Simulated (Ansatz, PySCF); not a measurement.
Breaking a bond: Al₂, triplet.

Levels: UCCSD(T) = CCSD(T) on UHF/cc-pVTZ, frozen core in Ansatz (a quantum-chemistry and plane-wave program); UCCSDT = CCSDT on UHF/cc-pVTZ, frozen core in Ansatz; UHF/LANL2DZ = unrestricted Hartree-Fock/LANL2DZ, with its core potentials past Ne (PySCF 2.14.0); UKS-B3LYP/6-311+G** = unrestricted B3LYP/6-311+G**, spherical d run with PySCF 2.14.0; ROCCSD(T) = CCSD(T) on ROHF/cc-pVTZ, frozen core (Ansatz).

Energies are in kcal/mol, each relative to the lowest point of its own curve between 2.64 and 3.26 Å, where full CI is lowest.

| R / Å | UCCSD(T) | UCCSDT | UHF/LANL2DZ | UKS-B3LYP/6-311+G** | ROCCSD(T) |
|---|---|---|---|---|---|
| 2.64 | 0.4 | 0.4 | 1.9 | 0.6 | 0.4 |
| 2.74 | 0.0 | 0.0 | 0.4 | 0.0 | 0.0 |
| 2.88 | 0.9 | 0.9 | 0.0 | 0.4 | 0.9 |
| 3.07 | 3.8 | 3.7 | 1.4 | 2.4 | 3.8 |
| 3.26 | 7.6 | 7.4 | 4.1 | 5.3 | 7.6 |
| 3.51 | 13.6 | 12.6 | 7.0 | 9.6 | 13.2 |
| 3.87 | 21.2 | 19.4 | 9.7 | 15.6 | 20.9 |
| 4.26 | 26.1 | 24.8 | 11.3 | 21.4 | 26.0 |
| 4.77 | 28.9 | 28.8 | 12.5 | 26.3 | 29.0 |
| 5.33 | 30.2 | 30.6 | 13.2 | 28.4 | 30.3 |
| 6.00 | 30.9 | 31.4 | 13.6 | 29.4 | 30.9 |
| 7.06 | 31.3 | 31.8 | 13.9 | 29.9 | 31.3 |
| 8.29 | 31.4 | 31.9 | 14.0 | 30.0 | 31.4 |

The scan ran from 1.75 to 8.29 Å; beyond the distances shown full CI changes its symmetry label. The T1 diagnostic of CCSD on the restricted reference of ROCCSD(T) exceeds 0.045 at 3.51 to 3.87 Å.
